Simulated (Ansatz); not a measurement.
Reaction (ligand exchange at a B–N bond): `BN(B)CC` + `C[SiH](N)Cl` → `BN[SiH](C)Cl` + `BNCC`

Isolated molecules relaxed with PBE0-D4/def2-TZVP in Ansatz; ΔE leaves out vibrations. CBS: MP2 limit from def2 TZ/QZ plus the TZ coupled-cluster correction, frozen cores. DFT in def2-TZVPP. One conformer a species, not always the lowest.

`BN(B)CC`:

Z-matrix (Å, degrees):
```
C
C 1 1.515
N 1 1.468 2 111.8
H 1 1.092 2 110.1 3 -120.8
H 1 1.092 2 110.1 3 120.8
H 2 1.092 1 110.8 3 180.0
H 2 1.093 1 110.7 3 -59.9
H 2 1.093 1 110.7 3 59.9
B 3 1.418 1 119.5 2 -89.6
B 3 1.418 1 119.5 2 89.0
H 9 1.199 3 119.1 1 -1.6
H 9 1.193 3 119.2 1 178.6
H 10 1.199 3 119.1 1 1.7
H 10 1.193 3 119.2 1 -178.6
```

`C[SiH](N)Cl`:

Cartesian coordinates in Å:
```
C -0.765 -0.731 -0.932
Si 0.516 -0.221 0.307
N 0.026 1.209 1.096
Cl 2.315 -0.038 -0.723
H -0.453 -1.637 -1.455
H -1.720 -0.921 -0.436
H -0.911 0.053 -1.679
H 0.777 -1.235 1.354
H -0.313 1.991 0.558
H 0.528 1.528 1.910
```

`BN[SiH](C)Cl`:

```xyz
12

B     1.741   -0.796    0.372
N     1.219    0.191   -0.473
Si   -0.428    0.726   -0.605
C    -1.516   -0.087    0.648
Cl   -1.114    0.284   -2.501
H     1.009   -1.372    1.124
H     2.911   -1.045    0.336
H     1.876    0.644   -1.094
H    -0.458    2.205   -0.518
H    -1.518   -1.171    0.523
H    -2.538    0.277    0.526
H    -1.182    0.145    1.662
```

`BNCC`:

Z-matrix (Å, degrees):
```
C
N 1 1.448
C 1 1.517 2 112.7
H 1 1.092 2 107.3 3 -121.6
H 1 1.097 2 109.8 3 122.5
B 2 1.383 1 127.1 3 117.0
H 2 1.009 1 113.6 3 -61.7
H 3 1.094 1 111.1 2 59.7
H 3 1.092 1 110.7 2 -60.3
H 3 1.093 1 110.7 2 179.3
H 6 1.197 2 118.9 1 -179.2
H 6 1.199 2 118.9 1 0.9
```

```
         level  ΔE (kJ/mol)
       ωB97X-V        -35.5
CCSD/CBS(def2)        -33.4
```

Problem. What does CCSD(T)/CBS give? (Estimate.)

Solution. The calculation gave: -34.1 kJ/mol. The listed levels differ from it by -1.4, 0.7 kJ/mol.

Largest T1 diagnostic among the species: 0.012.

From PBE to PBE0 (25 % exact exchange), in def2-TZVPP and without D4, ΔE moves by +3.4 kJ/mol.
